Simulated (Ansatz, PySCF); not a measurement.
B(Me)(OMe)(NH2) (C₂H₈BNO), SMILES CB(OC)N. Atoms are numbered in the order given.

```xyz
13

B      0.0502     0.4780     0.0000
C     -0.6738     1.8800     0.0000
H     -1.3295     1.9668    -0.8816
H     -1.3295     1.9668     0.8816
H      0.0145     2.7384     0.0000
O     -0.7562    -0.6352     0.0000
C     -0.2277    -1.9252     0.0000
H      0.3923    -2.1225    -0.8950
H     -1.0562    -2.6491     0.0000
H      0.3923    -2.1225     0.8950
N      1.4565     0.3620     0.0000
H      1.9603    -0.5137     0.0000
H      2.0569     1.1735     0.0000
```
Charge 0, spin multiplicity 1.

Geometry: PBE0-D3(BJ)/def2-SVP. One conformer was computed; it need not be the lowest.

Two levels are set side by side: PBE-D3(BJ)/def2-SVP (Ansatz, an electronic-structure program) and PBE0-D3(BJ)/def2-SVP (Ansatz). Each level has its own optimised geometry; the coordinates shown are those of the second. Frequencies come from the Hessian of PySCF at each geometry. Differences are taken from unrounded values.

| quantity | PBE0-D3(BJ) | PBE-D3(BJ) | PBE-D3(BJ) minus PBE0-D3(BJ) |
|---|---|---|---|
| mean bond length (Å) | 1.200 | 1.209 | 0.009 |
| bond B1–C2 (Å) | 1.578 | 1.585 | 0.007 |
| bond B1–O6 (Å) | 1.375 | 1.386 | 0.012 |
| bond B1–N11 (Å) | 1.411 | 1.419 | 0.008 |
| bond O6–C7 (Å) | 1.394 | 1.408 | 0.014 |
| bond C2–H3 (Å) | 1.102 | 1.110 | 0.008 |
| bond C2–H4 (Å) | 1.102 | 1.110 | 0.008 |
| bond C2–H5 (Å) | 1.100 | 1.108 | 0.008 |
| bond C7–H8 (Å) | 1.107 | 1.116 | 0.009 |
| bond C7–H9 (Å) | 1.100 | 1.109 | 0.009 |
| bond C7–H10 (Å) | 1.107 | 1.116 | 0.009 |
| bond N11–H12 (Å) | 1.010 | 1.019 | 0.009 |
| bond N11–H13 (Å) | 1.009 | 1.018 | 0.009 |
| highest harmonic wavenumber (cm⁻¹) | 3757 | 3634 | -123 |
| mean harmonic wavenumber (cm⁻¹) | 1477 | 1428 | -49 |
| zero-point energy (kcal/mol) | 69.68 | 67.37 | -2.31 |

GGA bonds tend to be longer and softer than those of functionals with exact exchange. Differences between two approximate levels are no errors against the true value.
